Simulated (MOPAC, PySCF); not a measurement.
H$_{2}$Te, SMILES `[TeH2]`, neutral singlet in the gas phase. 

Cartesian coordinates (Å):
```xyz
3

Te    -0.0008     0.7784     0.0000
H     -1.1737    -0.3904     0.0000
H      1.1745    -0.3880     0.0000
```
Charge 0, spin multiplicity 1.

All levels are single points at this geometry (PBE0-D3(BJ)/def2-TZVP); Pople sets use spherical d functions. Orbital energies aren't observables, and empty levels follow the basis.

```
level                                     HOMO (eV)  LUMO (eV)  gap (eV)  dipole (D)  vertical IE, Delta-SCF (eV)
----------------------------------------  ---------  ---------  --------  ----------  ---------------------------
TPSSh-D3(BJ)/def2-TZVP in PySCF               -6.03      -1.12      4.91        0.17                         8.98
B3LYP/6-311+G** (LANL2DZ on Te) in PySCF      -6.28      -0.83      5.45        0.49                            –
B3LYP/6-31G* (LANL2DZ on Te) in PySCF         -6.36      -0.83      5.53        0.46                         9.17
BP86/6-31G* (LANL2DZ on Te) in PySCF          -5.61      -1.57      4.05        0.56                            –
M06-2X/6-31G* (LANL2DZ on Te) in PySCF        -7.50       0.17      7.67        0.38                            –
HF/6-31G* (LANL2DZ on Te) in PySCF            -8.93       2.53     11.46        0.32                         8.33
PM3 in MOPAC                                  -8.75      -0.86      7.90        0.34                            –
PM6 in MOPAC                                  -8.54       1.41      9.95        2.65                            –
PM7 in MOPAC                                  -8.04       3.04     11.09        3.67                            –
```
